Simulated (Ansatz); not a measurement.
A ladder of methods for C5H8O2 (acetylacetone (keto form))

C5H8O2 has 15 atoms, charge 0, and is taken as a singlet. As SMILES, `CC(=O)CC(C)=O`. The coordinates come from a PBE0-D4/def2-TZVP relaxation. This is one conformer, not always the lowest.

Quantity: the electronic atomisation energy, in eV. The values are calculated. Electronic energies at fixed atoms, without zero-point motion or spin-orbit coupling.

```tsv
level	kind	program	value (eV)	less CCSD(T)/6-31G*	CPU time (all runs)
HF/6-31G* (spherical functions)	Hartree–Fock	Ansatz	48.17	-13.26	8.7 s
SVWN5/6-31G* (spherical functions)	LDA	Ansatz	77.64	+16.21	10 s
BLYP/6-31G* (spherical functions)	GGA	Ansatz	66.65	+5.22	17 s
PBE/6-31G* (spherical functions)	GGA	Ansatz	68.96	+7.53	16 s
r2SCAN/6-31G* (spherical functions)	meta-GGA	Ansatz	67.03	+5.60	30 s
B3LYP/6-31G* (spherical functions)	global hybrid	Ansatz	66.47	+5.04	19 s
MP2/6-31G* (spherical functions)	perturbation theory	Ansatz	62.73	+1.30	11 s
CCSD(T)/6-31G* (spherical functions)	coupled cluster or CI	Ansatz	61.43	0.00	95 s
CCSD/6-31G* (spherical functions)	coupled cluster or CI	Ansatz	60.69	-0.74	61 s
```

Differences are taken from CCSD(T)/6-31G* (spherical functions) for orientation; it has basis-set and higher-order errors of its own. The values span 48.17 to 77.64 eV. Times are those of the runs behind each value, whatever else they computed, on shared processors of several kinds: orders of magnitude only.
